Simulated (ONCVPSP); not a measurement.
gallium: ONCV pseudisation with PBE, fully relativistic reference atom.

Input for ONCVPSP 4.0.1:

```
# ATOM AND REFERENCE CONFIGURATION
# atsym  z   nc   nv     iexc    psfile
  Ga 31.00    5    3        4      upf
#
#   n    l    f
    1    0    2.00
    2    0    2.00
    2    1    6.00
    3    0    2.00
    3    1    6.00
    3    2   10.00
    4    0    2.00
    4    1    1.00
#
# PSEUDOPOTENTIAL AND OPTIMIZATION
# lmax
    2
#
#   l,   rc,      ep,       ncon, nbas, qcut
    0    1.65    0.00    4    7    5.10
    1    2.25    0.00    3    6    3.90
    2    1.15    0.00    4    8   11.30
#
# LOCAL POTENTIAL
# lloc, lpopt,  rc(5),   dvloc0
    4    2    0.85    6.00
#
# VANDERBILT-KLEINMAN-BYLANDER PROJECTORs
# l, nproj, debl
    0    1    2.40
    1    1    2.60
    2    3    3.40
#
# MODEL CORE CHARGE
# icmod, fcfact, rcfact
    0    0.00    0.00
#
# LOG DERIVATIVE ANALYSIS
# epsh1, epsh2, depsh
   -2.00    5.00    0.02
#
# OUTPUT GRID
# rlmax, drl
    6.00    0.01
#
# TEST CONFIGURATIONS
# ncnf
    4
# nvcnf
#   n    l    f
    3
    3    2   10.00
    4    0    2.00
    4    1    0.00
#
    3
    3    2   10.00
    4    0    1.00
    4    1    0.00
#
    3
    3    2   10.00
    4    0    0.00
    4    1    0.00
#
    3
    3    2   10.00
    4    0    0.00
    4    1    3.00
#
```

Command:

```bash
oncvpspr.x < Ga.dat > Ga.out
```

The program printed (shortened: citation, most of the input echo, consistency checks and plot data are left out):

```
ONCVPSP  (Optimized Norm-Conservinng Vanderbilt PSeudopotential)
relativistic version 4.0.1

#   n    l    f        energy (Ha)
    1    0    2.00    -3.7583740D+02
    2    0    2.00    -4.6371650D+01
    2    1    6.00    -4.0032105D+01    -4.1048379D+01
    3    0    2.00    -5.4418276D+00
    3    1    6.00    -3.5884777D+00    -3.7217216D+00
    3    2   10.00    -6.9699814D-01    -7.1395769D-01
    4    0    2.00    -3.2880775D-01
    4    1    1.00    -9.3403228D-02    -9.7652274D-02

Reference configufation results
  iterations    32
  all-electron total energy (Ha)   -1.94401869D+03

Begin loop to  construct optimized pseudo wave functions
and semi-local pseudopoentials for all angular momenta

Calculating optimized projector #   1

 for l=   0

    Fraction of norm inside rc  0.230099
    Optimizing pswf for qcut=   5.11 a_B^-1,  ecut=  13.05 Ha
    Residual kinetic energy error=  2.74D-05 Ha

    Energy error per electron        Cutoff
         Ha          eV             Ha
         0.01000     0.27211        5.20
         0.00100     0.02721        7.87
         0.00010     0.00272        9.99
         0.00001     0.00027       38.68

Calculating optimized projector #   1

 for l=   1

    Fraction of norm inside rc  0.230896
    Optimizing pswf for qcut=   3.89 a_B^-1,  ecut=   7.57 Ha
    Residual kinetic energy error=  3.14D-05 Ha

    Energy error per electron        Cutoff
         Ha          eV             Ha
         0.01000     0.27211        1.32
         0.00100     0.02721        2.65
         0.00010     0.00272        6.41
         0.00001     0.00027       15.91

Calculating optimized projector #   1

 for l=   1

    Fraction of norm inside rc  0.244469
    Optimizing pswf for qcut=   3.89 a_B^-1,  ecut=   7.57 Ha
    Residual kinetic energy error=  3.26D-05 Ha

    Energy error per electron        Cutoff
         Ha          eV             Ha
         0.01000     0.27211        1.38
         0.00100     0.02721        2.62
         0.00010     0.00272        6.41
         0.00001     0.00027       17.22

   Wellstate for l =  2  n =  5 kap= -3
     eigenvalue =   2.7030
     asymptotic potential =   3.2030
     half-point radius =  2.8802

   Wellstate for l =  2  n =  6 kap= -3
     eigenvalue =   6.1030
     asymptotic potential =   6.6030
     half-point radius =  2.6081

Calculating optimized projector #   1

 for l=   2

    Fraction of norm inside rc  0.819055
    Optimizing pswf for qcut=  11.30 a_B^-1,  ecut=  63.82 Ha
    Residual kinetic energy error=  8.53D-04 Ha

    Energy error per electron        Cutoff
         Ha          eV             Ha
         0.01000     0.27211       54.17
         0.00100     0.02721       63.80
         0.00010     0.00272      167.25
         0.00001     0.00027      227.72

Calculating optimized projector #   2

 for l=   2

    Fraction of norm inside rc  0.066605
    Optimizing pswf for qcut=  11.30 a_B^-1,  ecut=  63.82 Ha
    Residual kinetic energy error=  1.24D-03 Ha

    Energy error per electron        Cutoff
         Ha          eV             Ha
         0.01000     0.27211       53.59
         0.00100     0.02721       65.21
         0.00010     0.00272      174.52
         0.00001     0.00027      227.47

Calculating optimized projector #   3

 for l=   2

    Fraction of norm inside rc  0.082403
    Optimizing pswf for qcut=  11.30 a_B^-1,  ecut=  63.82 Ha
    Residual kinetic energy error=  4.93D-03 Ha

    Energy error per electron        Cutoff
         Ha          eV             Ha
         0.01000     0.27211       60.16
         0.00100     0.02721       74.20
         0.00010     0.00272      147.43
         0.00001     0.00027      272.49

   Wellstate for l =  2  n =  5 kap=  2
     eigenvalue =   2.6860

   Wellstate for l =  2  n =  6 kap=  2
     eigenvalue =   6.1004

Calculating optimized projector #   1

 for l=   2

    Fraction of norm inside rc  0.823108
    Optimizing pswf for qcut=  11.30 a_B^-1,  ecut=  63.82 Ha
    Residual kinetic energy error=  8.72D-04 Ha

    Energy error per electron        Cutoff
         Ha          eV             Ha
         0.01000     0.27211       54.26
         0.00100     0.02721       63.93
         0.00010     0.00272      167.67
         0.00001     0.00027      228.40

Calculating optimized projector #   2

 for l=   2

    Fraction of norm inside rc  0.066776
    Optimizing pswf for qcut=  11.30 a_B^-1,  ecut=  63.82 Ha
    Residual kinetic energy error=  1.27D-03 Ha

    Energy error per electron        Cutoff
         Ha          eV             Ha
         0.01000     0.27211       53.69
         0.00100     0.02721       65.33
         0.00010     0.00272      178.94
         0.00001     0.00027      227.89

Calculating optimized projector #   3

 for l=   2

    Fraction of norm inside rc  0.082892
    Optimizing pswf for qcut=  11.30 a_B^-1,  ecut=  63.82 Ha
    Residual kinetic energy error=  5.04D-03 Ha

    Energy error per electron        Cutoff
         Ha          eV             Ha
         0.01000     0.27211       60.28
         0.00100     0.02721       74.57
         0.00010     0.00272      147.98
         0.00001     0.00027      273.39

Construct Vanderbilt / Kleinmman-Bylander projectors

B matrix Hermiticity error, ll=  2  kap= -3
   1   2   -4.3134D-04
   1   3    6.5135D-04
   2   3    1.9639D-04

  Orthonormal projector coefficients -2.9590E+01 -1.6692E+01 -5.1266E+00

B matrix Hermiticity error, ll=  2  kap=  2
   1   2   -4.3504D-04
   1   3    6.5716D-04
   2   3    1.9728D-04

  Orthonormal projector coefficients -2.9676E+01 -1.6759E+01 -5.1647E+00

 Orthonormal scalar projector coefficients, l =  1
  2.4490E+00  1.5206E-04

 Orthonormal spin-orbit projector coefficients, l =  1
 -3.4262E-02  2.1737E-02

 Orthonormal scalar projector coefficients, l =  2
 -2.9624E+01 -1.6719E+01 -5.1418E+00 -4.6453E-06 -6.0818E-07 -3.6423E-08

 Orthonormal spin-orbit projector coefficients, l =  2
  3.9472E-02  2.5103E-02  1.3658E-02 -2.0196E-03 -1.7942E-04 -1.5833E-05

Pseudoatom total energy  -73.671939

Diagnostic tests using Vanderbilt-Kleinman-Bylander pseudopotentials
  relativistic with J = L +/- 1/2 projectors

   l  kap   rcore       rmatch      e in        delta e    norm test   slope test

   0  -1   1.6562013   1.7064872  -0.3288078  -0.0000009   1.0000012   0.9999898

   1  -2   2.2605188   2.3291530  -0.0934032   0.0000059   1.0000247   0.9996929
   1   1   2.2605188   2.3291530  -0.0976523   0.0000080   1.0000276   0.9996244

   2  -3   1.1567361   1.1918571  -0.6969981  -0.0000201   1.0001892   1.0002315
   2   2   1.1567361   1.1918571  -0.7139577   0.0000000   1.0002068   1.0001881
   2  -3   1.1567361   1.1918571   2.7030019   0.0000791   1.0003706   1.0003706
   2   2   1.1567361   1.1918571   2.7003736   0.0000944   1.0003679   1.0003679
   2  -3   1.1567361   1.1918571   6.1030019   0.0002156   1.0004356   1.0004356
   2   2   1.1567361   1.1918571   6.1002792   0.0002291   1.0004370   1.0004370

Diagnostic tests using Vanderbilt-Kleinman-Bylander pseudopotentials
  relativistic with scalar and spin-orbit non-local projectors

   l  kap   rcore       rmatch      e in        delta e    norm test   slope test

   0  -1   1.6562013   1.7064872  -0.3288078  -0.0000009   1.0000012   0.9999898

   1  -2   2.2605188   2.3291530  -0.0934032  -0.0000074   0.9999742   1.0003141
   1   1   2.2605188   2.3291530  -0.0976523  -0.0000061   0.9999789   1.0004348

   2  -3   1.1567361   1.1918571  -0.6969981  -0.0000188   1.0001894   1.0002326
   2   2   1.1567361   1.1918571  -0.7139577  -0.0000014   1.0002065   1.0001867
   2  -3   1.1567361   1.1918571   2.7030019   0.0000795   1.0003703   1.0003703
   2   2   1.1567361   1.1918571   2.7003736   0.0000939   1.0003682   1.0003682
   2  -3   1.1567361   1.1918571   6.1030019   0.0002173   1.0004355   1.0004355
   2   2   1.1567361   1.1918571   6.1002792   0.0002271   1.0004371   1.0004371

Ghost test for J = L + 1/2

 Testing for bound ghosts
   n   l    E NL Schr. Eq   E Basis Diag.   E Cutoff

   1   0       -0.328809       -0.312812     45.32

   2   1       -0.093397       -0.079440     19.00

   3   2       -0.697018       -0.694906    331.53

 Testing for highly-localized positive-energy ghosts
       l    <radius>/rc     E Basis Diag.   E Cutoff

       0        0.638897        1.091080     45.32  WARNING - GHOST(+)

Ghost test for J = L - 1/2

 Testing for bound ghosts
   n   l    E NL Schr. Eq   E Basis Diag.   E Cutoff

   1   0       -0.328809       -0.312812     45.32

   2   1       -0.097644       -0.084681     19.00

   3   2       -0.713958       -0.711975    331.53

 Testing for highly-localized positive-energy ghosts
       l    <radius>/rc     E Basis Diag.   E Cutoff

       0        0.638897        1.091080     45.32  WARNING - GHOST(+)

Test configuration 0

   n   l kap    f        eae           eps        diff
   1   0  -1  2.0000 -375.83739616
   2   0  -1  2.0000  -46.37164961
   2   1  -2  4.0000  -40.03210538
   2   1   1  2.0000  -41.04837944
   3   0  -1  2.0000   -5.44182761
   3   1  -2  4.0000   -3.58847768
   3   1   1  2.0000   -3.72172165
   3   2  -3  6.0000   -0.69699814   -0.69701821   -2.01E-05
   3   2   2  4.0000   -0.71395769   -0.71395765    4.46E-08
   4   0  -1  2.0000   -0.32880775   -0.32880861   -8.55E-07
   4   1  -2  0.6667   -0.09340323   -0.09339732    5.91E-06
   4   1   1  0.3333   -0.09765227   -0.09764423    8.04E-06

    Total energies and differences
      AE_ref= -1.94401869E+03  AE_tst= -1.94401869E+03  dif=  0.00E+00
      PS_ref= -7.36719391E+01  PS_tst= -7.36719391E+01  dif=  7.82E-13
      PSP excitation error= -7.82E-13

Test configuration 1

   n   l kap    f        eae           eps        diff
   1   0  -1  2.0000 -376.14403007
   2   0  -1  2.0000  -46.67553826
   2   1  -2  4.0000  -40.33632395
   2   1   1  2.0000  -41.35263856
   3   0  -1  2.0000   -5.74614309
   3   1  -2  4.0000   -3.89294633
   3   1   1  2.0000   -4.02615080
   3   2  -3  6.0000   -1.00082861   -0.99948801    1.34E-03
   3   2   2  4.0000   -1.01781826   -1.01644802    1.37E-03
   4   0  -1  2.0000   -0.60013213   -0.59997729    1.55E-04
   4   1  -2  0.0000   -0.33119982   -0.33119982    0.00E+00
   4   1   1  0.0000   -0.33743305   -0.33743305    0.00E+00

    Total energies and differences
      AE_ref= -1.94401869E+03  AE_tst= -1.94380960E+03  dif=  2.09E-01
      PS_ref= -7.36719391E+01  PS_tst= -7.34628955E+01  dif=  2.09E-01
      PSP excitation error=  5.55E-05

Test configuration 2

   n   l kap    f        eae           eps        diff
   1   0  -1  2.0000 -376.59336934
   2   0  -1  2.0000  -47.11470328
   2   1  -2  4.0000  -40.77628681
   2   1   1  2.0000  -41.79272008
   3   0  -1  2.0000   -6.18902374
   3   1  -2  4.0000   -4.33584746
   3   1   1  2.0000   -4.46897792
   3   2  -3  6.0000   -1.43936175   -1.43372343    5.64E-03
   3   2   2  4.0000   -1.45648630   -1.45080356    5.68E-03
   4   0  -1  1.0000   -0.95794438   -0.95645204    1.49E-03
   4   1  -2  0.0000   -0.64898527   -0.64898527    0.00E+00
   4   1   1  0.0000   -0.65772283   -0.65772283    0.00E+00

    Total energies and differences
      AE_ref= -1.94401869E+03  AE_tst= -1.94303314E+03  dif=  9.86E-01
      PS_ref= -7.36719391E+01  PS_tst= -7.26871363E+01  dif=  9.85E-01
      PSP excitation error=  7.54E-04

Test configuration 3

psatom_r: WARNING lschvkbb convergence error n,l,kap,iter=   2   1  -2

ea(ii),et,emin,emax -1.016789E-01 -1.118468E-01 -1.118468E-01 -1.118468E-01
run_config_r: WARNING for fully non-local PS atom,
 WARNING no output for configuration 4

Test configuration 4

   n   l kap    f        eae           eps        diff
   1   0  -1  2.0000 -375.97411910
   2   0  -1  2.0000  -46.50142601
   2   1  -2  4.0000  -40.16209379
   2   1   1  2.0000  -41.17842262
   3   0  -1  2.0000   -5.57741839
   3   1  -2  4.0000   -3.72396801
   3   1   1  2.0000   -3.85713725
   3   2  -3  6.0000   -0.82836791   -0.82465347    3.71E-03
   3   2   2  4.0000   -0.84544262   -0.84170640    3.74E-03
   4   0  -1  0.0000   -0.40360710   -0.40360710    0.00E+00
   4   1  -2  2.0000   -0.14589327   -0.14567090    2.22E-04
   4   1   1  1.0000   -0.15136494   -0.15112806    2.37E-04

    Total energies and differences
      AE_ref= -1.94401869E+03  AE_tst= -1.94352746E+03  dif=  4.91E-01
      PS_ref= -7.36719391E+01  PS_tst= -7.31814783E+01  dif=  4.90E-01
      PSP excitation error=  7.77E-04
```

The run took about 6.5 s on one core of a shared server CPU.
